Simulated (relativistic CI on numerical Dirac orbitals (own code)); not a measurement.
# One change at a time: Tl LXXIX

Base calculation: Dirac-Coulomb-Breit CI, separate exchange-only KLI orbitals for each configuration, model QED, unscaled Slater integrals.

Configuration list (outside the closed core 1s2): 2s, 2p, 3s, 3p, 3d, 4s, 4p, 4d, 4f, 5s, 5p, 5d, 5f, 5g, 6s, 6p, 6d. Levels of other configurations are missing.

Variants: (1) valence Slater integrals scaled by 0.9. Shifts of the energy above 2s 2S_1/2, in eV, for the lowest level and the first level of each name with at least 55 % of one term (blank where a level changes its place among those of its configuration and J or its character, or is not in the variant):

| Level | Base | Δ(1) |
| --- | --- | --- |
| 2s 2S_1/2 | 0.0 | 0.0 |
| 2p 2P°_1/2 | 227.3 | 0.0 |
| 2p 2P°_3/2 | 2506.2 | 0.0 |
| 3s 2S_1/2 | 13770.5 | 0.0 |
| 3p 2P°_1/2 | 13831.1 | 0.0 |
| 3p 2P°_3/2 | 14511.4 | 0.0 |
| 3d 2D_3/2 | 14523.5 | 0.0 |
| 3d 2D_5/2 | 14708.7 | 0.0 |
| 4s 2S_1/2 | 18466.8 | 0.0 |
| 4p 2P°_1/2 | 18491.1 | 0.0 |
| 4p 2P°_3/2 | 18775.7 | 0.0 |
| 4d 2D_3/2 | 18780.9 | 0.0 |
| 4d 2D_5/2 | 18859.6 | 0.0 |
| 4f 2F°_5/2 | 18859.7 | 0.0 |

At this charge energies of transitions that change n are usually good to better than 1 %, and those within a shell (Δn = 0) to a few per cent.

Ionisation energy from the two ground configurations alone: base 24232.3 eV. The NIST ASD value (theoretical) is 24234.1 eV.
